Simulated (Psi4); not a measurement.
BaCl2 (SMILES [Cl][Ba][Cl]), singlet, geometry from GFN2-xTB (such geometries of metal compounds can be far from the true shape) (core potentials on Ba); WB97X-V/def2-SVP (Psi4 1.11).

Psi4 was given this input:
```
memory 2 GB

molecule {
0 1
Ba    0.29970232    0.35674088    0.39460706
Cl    0.97266002   -0.25073526   -2.06809506
Cl   -1.95991471   -0.92441117    0.76821298
}

set {
  basis def2-svp
}

energy('wb97x-v')
print_variables()
```

Output, abridged:

```
   => Loading Basis Set <=

    Name: DEF2-SVP
    Role: ORBITAL
    Keyword: BASIS

    !!!  WARNING: ECP capability is in beta. Please check occupations closely.  !!!

         ---------------------------------------------------------
                                   SCF
               by Justin Turney, Rob Parrish, Andy Simmonett
                          and Daniel G. A. Smith
                              RKS Reference
         ---------------------------------------------------------

  ==> Geometry <==

    Molecular point group: cs
    Full point group: Cs

    Geometry (in Angstrom), charge = 0, multiplicity = 1:

       Center              X                  Y                   Z               Mass
    ------------   -----------------  -----------------  -----------------  -----------------
         BA          -0.395824229843     0.372953285768     0.000000000000   137.905247000000
         CL          -0.637335999078    -2.240181445514     0.000000000000    34.968852682000
         CL           2.198331971166     0.769380688594     0.000000000000    34.968852682000

  Running in cs symmetry.

  Rotational constants: A =      0.13907  B =      0.05639  C =      0.04012 [cm^-1]
  Rotational constants: A =   4169.24036  B =   1690.47355  C =   1202.78749 [MHz]
  Nuclear repulsion =  105.544617781461866

  Charge       = 0
  Multiplicity = 1
  Electrons    = 44
  Nalpha       = 22
  Nbeta        = 22

  ==> Algorithm <==

  SCF Algorithm Type is DF.
  DIIS enabled.
  MOM disabled.
  Fractional occupation disabled.
  Guess Type is SAD.
  Energy threshold   = 1.00e-06
  Density threshold  = 1.00e-06
  Integral threshold = 1.00e-12

  ==> Primary Basis <==

  Basis Set: DEF2-SVP
    Blend: DEF2-SVP
    Number of shells: 26
    Number of basis functions: 66
    Number of Cartesian functions: 73
    Spherical Harmonics?: true
    Max angular momentum: 3

  Core potential: DEF2-SVP
    Number of shells: 4
    Number of ECP primitives: 10
    Number of ECP core electrons: 46
    Max angular momentum: 3

  ==> DFT Potential <==

   => LibXC <=

    Version 7.1.2
    S. Lehtola, C. Steigemann, M. J. T. Oliveira, and M. A. L. Marques,  SoftwareX 7, 1–5 (2018) (10.1016/j.softx.2017.11.002)

   => Composite Functional: WB97X-V <=

    wB97X-V Hyb-GGA Exchange-Correlation Functional

    N. Mardirossian and M. Head-Gordon,  Phys. Chem. Chem. Phys. 16, 9904–9924 (2014) (10.1039/C3CP54374A)

    Deriv               =              1
    GGA                 =           TRUE
    Meta                =          FALSE

    Exchange Hybrid     =           TRUE
    MP2 Hybrid          =          FALSE

   => Exchange-Correlation Functionals <=

    1.0000   wB97X-V range-separated functional

   => Exact (HF) Exchange <=

    0.8330            HF,LR [omega = 0.3000]
    0.1670               HF

   => LibXC Density Thresholds  <==

    XC_HYB_GGA_XC_WB97X_V:  1.00E-14

   => VV10 Non-Local Parameters <=

    VV10 B              =     6.0000E+00
    VV10 C              =     1.0000E-02

   => Molecular Quadrature <=

    Radial Scheme          =       TREUTLER
    Pruning Scheme         =           NONE
    Nuclear Scheme         =       TREUTLER

    Blocking Scheme        =         OCTREE
    BS radius alpha        =              1
    Pruning alpha          =              1
    Radial Points          =             75
    Spherical Points       =            302
    Total Points           =          65556
    Total Blocks           =            589
    Max Points             =            256
    Max Functions          =             64
    Weights Tolerance      =       1.00E-15

   => Loading Basis Set <=

    Name: (DEF2-SVP AUX)
    Role: JKFIT
    Keyword: DF_BASIS_SCF

  ==> Integral Setup <==

  SCF_SUBTYPE=INCORE selected. In-core MEM_DF algorithm will be used.
  Using in-core AOs.

  ==> MemDFJK: Density-Fitted J/K Matrices <==

    J tasked:                   Yes
    K tasked:                   Yes
    wK tasked:                  Yes
    Omega:                3.000E-01
    Algorithm:                 Core
    Schwarz Cutoff:           1E-12
    Mask sparsity (%):       4.4536
    Fitting Condition:        1E-10

   => Auxiliary Basis Set <=

  Basis Set: (DEF2-SVP AUX)
    Blend: DEF2-UNIVERSAL-JKFIT
    Number of shells: 110
    Number of basis functions: 386
    Number of Cartesian functions: 481
    Spherical Harmonics?: true
    Max angular momentum: 5

  Minimum eigenvalue in the overlap matrix is 3.6149408611E-02.
  Reciprocal condition number of the overlap matrix is 1.1530242008E-02.
    Using symmetric orthogonalization.

  ==> Pre-Iterations <==

  SCF Guess: Superposition of Atomic Densities via on-the-fly atomic UHF (no occupation information).

   -------------------------
    Irrep   Nso     Nmo
   -------------------------
     A'        46      46
     A"        20      20
   -------------------------
    Total      66      66
   -------------------------

  ==> Iterations <==

                           Total Energy        Delta E     RMS |[F,P]|

   @DF-RKS iter SAD:  -945.18952856428757   -9.45190e+02   0.00000e+00
   @DF-RKS iter   1:  -945.48727985270978   -2.97751e-01   8.05891e-03 DIIS/ADIIS
   @DF-RKS iter   2:  -945.56140526318654   -7.41254e-02   5.59105e-03 DIIS/ADIIS
   @DF-RKS iter   3:  -945.60135216190440   -3.99469e-02   2.69621e-04 DIIS/ADIIS
   @DF-RKS iter   4:  -945.60171141774742   -3.59256e-04   1.07032e-04 DIIS/ADIIS
   @DF-RKS iter   5:  -945.60175537556916   -4.39578e-05   2.79131e-05 DIIS
   @DF-RKS iter   6:  -945.60176100727142   -5.63170e-06   7.33838e-06 DIIS
   @DF-RKS iter   7:  -945.60176147098423   -4.63713e-07   1.42235e-06 DIIS
   @DF-RKS iter   8:  -945.60176148263463   -1.16504e-08   3.51339e-07 DIIS
  Energy and wave function converged.

  ==> Post-Iterations <==

   Electrons on quadrature grid:
      Ntotal   =   43.9999900337 ; deviation = -9.966e-06

    Orbital Energies [Eh]
    ---------------------

    Doubly Occupied:

       1Ap  -101.407521     2Ap  -101.407519     3Ap    -9.471824
       4Ap    -9.471822     5Ap    -7.227692     6Ap    -7.227690
       1App   -7.227133     2App   -7.227131     7Ap    -7.226808
       8Ap    -7.226793     9Ap    -1.451670    10Ap    -0.901192
      11Ap    -0.889392     3App   -0.843042    12Ap    -0.801590
      13Ap    -0.790245    14Ap    -0.382355    15Ap    -0.375143
       4App   -0.370737     5App   -0.368175    16Ap    -0.366827
      17Ap    -0.356184

    Virtual:

      18Ap    -0.019041     6App    0.023363    19Ap     0.030808
      20Ap     0.040773     7App    0.073189    21Ap     0.081437
       8App    0.087553    22Ap     0.111672    23Ap     0.125436
      24Ap     0.144707     9App    0.148277    10App    0.148963
      25Ap     0.156372    26Ap     0.180247    27Ap     0.197505
      11App    0.330348    28Ap     0.331971    12App    0.332244
      29Ap     0.333232    13App    0.333491    30Ap     0.341911
      31Ap     0.352587    32Ap     0.809408    33Ap     0.818068
      34Ap     0.925406    14App    0.926589    35Ap     0.932069
      15App    0.959419    36Ap     0.960357    16App    0.961020
      37Ap     0.962797    38Ap     0.970624    17App    0.970827
      39Ap     0.979995    40Ap     1.074945    18App    1.092930
      41Ap     1.105335    19App    1.111853    42Ap     1.120710
      43Ap     1.178398    20App    1.256963    44Ap     1.789168
      45Ap     2.134504    46Ap    83.266624

    Final Occupation by Irrep:
             Ap   App
    DOCC [    17,    5 ]
    NA   [    17,    5 ]
    NB   [    17,    5 ]

  @DF-RKS Final Energy:  -945.60176148263463

   => Energetics <=

    Nuclear Repulsion Energy =            105.5446177814618665
    One-Electron Energy =               -1525.9625307049241201
    Two-Electron Energy =                 519.4703671004004946
    DFT Exchange-Correlation Energy =     -44.8329181319978289
    Empirical Dispersion Energy =           0.0000000000000000
    VV10 Nonlocal Energy =                  0.1787024724248825
    Total Energy =                       -945.6017614826346289

Computation Completed

Properties will be evaluated at   0.000000,   0.000000,   0.000000 [a0]

Properties computed using the SCF density matrix

 Multipole Moments:

 ------------------------------------------------------------------------------------
     Multipole            Electronic (a.u.)      Nuclear  (a.u.)        Total (a.u.)
 ------------------------------------------------------------------------------------

 L = 1.  Multiply by 2.5417464519 to convert [e a0] to [Debye]
 Dipole X            :        -45.3057049           42.6675389           -2.6381660
 Dipole Y            :         42.6879160          -40.2021848            2.4857312
 Dipole Z            :          0.0000000            0.0000000            0.0000000
 Magnitude           :                                                    3.6247454

 ------------------------------------------------------------------------------------

  Variable Map:
  ----------------------------------------------------------------------------
  "CURRENT ENERGY"              =>    -945.601761482635
  "CURRENT REFERENCE ENERGY"    =>    -945.601761482635
  "DD SOLVATION ENERGY"         =>       0.000000000000
  "DFT FUNCTIONAL TOTAL ENERGY" =>    -945.601761482635
  "DFT TOTAL ENERGY"            =>    -945.601761482635
  "DFT VV10 ENERGY"             =>       0.178702472425
  "DFT XC ENERGY"               =>     -44.832918131998
  "GRID ELECTRONS ALPHA"        =>      21.999995016839
  "GRID ELECTRONS BETA"         =>      21.999995016839
  "GRID ELECTRONS TOTAL"        =>      43.999990033677
  "NUCLEAR REPULSION ENERGY"    =>     105.544617781462
  "ONE-ELECTRON ENERGY"         =>   -1525.962530704924
  "PCM POLARIZATION ENERGY"     =>       0.000000000000
  "PE ENERGY"                   =>       0.000000000000
  "SCF ITERATION ENERGY"        =>    -945.601761482635
  "SCF ITERATIONS"              =>       8.000000000000
  "SCF TOTAL ENERGY"            =>    -945.601761482635
  "TWO-ELECTRON ENERGY"         =>     519.470367100400
  "XC GRID RADIAL POINTS"       =>      75.000000000000
  "XC GRID SPHERICAL POINTS"    =>     302.000000000000
  "XC GRID TOTAL POINTS"        =>   65556.000000000000

  Array Variable Map:
  ----------------------------------------------------------------------------
  "CURRENT DIPOLE"              =>      -2.638165950874 ... 0.000000000000 1 by 3
  "SCF DIPOLE"                  =>      -2.638165950874 ... 0.000000000000 1 by 3
  "SCF TOTAL ENERGIES"          =>    -945.189528564288 ... -945.601761482635 1 by 9
```
